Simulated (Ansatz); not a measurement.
Equilibrium of GeH2(CH3)2 + CH2I2 ⇌ GeH2(CH3)I + C2H5I at process temperatures

Gas-phase species: GeH2(CH3)2, singlet; CH2I2 (diiodomethane) `ICI`, singlet; GeH2(CH3)I, singlet; C2H5I (iodoethane) `CCI`, singlet. The partners trade CH3 for I: Ge–CH3 and C–I bonds give way to Ge–I and C–CH3.

The electronic reaction energy at CCSD(T)/def2-TZVPP is -121.0 kJ/mol. Shapes: PBE0-D4/def2-TZVP. Programs: Ansatz 0.2.0. Enthalpy and entropy come from rigid-rotor, harmonic-oscillator sums on unscaled PBE0-D4/def2-TZVP wavenumbers, ideal gases at 1 bar. Symmetry numbers: GeH2(CH3)2 2, CH2I2 2, GeH2(CH3)I 1, C2H5I 1. R = 8.3145 J/(mol K).

| T (K) | ΔH (kJ/mol) | ΔS (J/(mol K)) |
| --- | --- | --- |
| 700 | -116.8 | -0.9 |
| 1000 | -118.0 | -2.2 |
| 1300 | ? | ? |

Problem. Work out ln K at 700 and 1000 K, and from these estimate it at 1300 K.

Solution. 
1. 700 K: ΔG = -116.8 − 700 × (-0.9)/1000 = -116.2 kJ/mol; ln K = −ΔG/RT = +19.97.
2. 1000 K: ΔG = -118.0 − 1000 × (-2.2)/1000 = -115.8 kJ/mol; ln K = −ΔG/RT = +13.93.
3. Slope against 1000/T: (+13.93 − (+19.97))/(1.0000 − 1.4286) = +14.09, that is −ΔH/R with ΔH near -117 kJ/mol.
4. 1300 K: ln K = +19.97 + (+14.09) × (0.7692 − 1.4286) = +10.68.

The full sums give ΔH = -118.6 kJ/mol, ΔS = -2.8 J/(mol K), ΔG = -115.0 kJ/mol and ln K = +10.64 at 1300 K, so the line is off by +0.04 in ln K; without rounding the miss is +0.03, from the change of ΔH with temperature. The products are favoured over this whole range. An error of 10 kJ/mol in the energy moves ln K by 0.9 at 1300 K. Soft modes are treated as harmonic, which can err either way at these temperatures; the lowest are those of GeH2(CH3)2 (126 cm⁻¹), CH2I2 (118 cm⁻¹), GeH2(CH3)I (138 cm⁻¹), C2H5I (258 cm⁻¹). Other reactions of these species are left aside. For atoms past krypton def2 sets carry core potentials with scalar relativity. Relativity is left out for Ge. Outer-core shells of Ge, I are correlated, in sets that cover them unevenly.
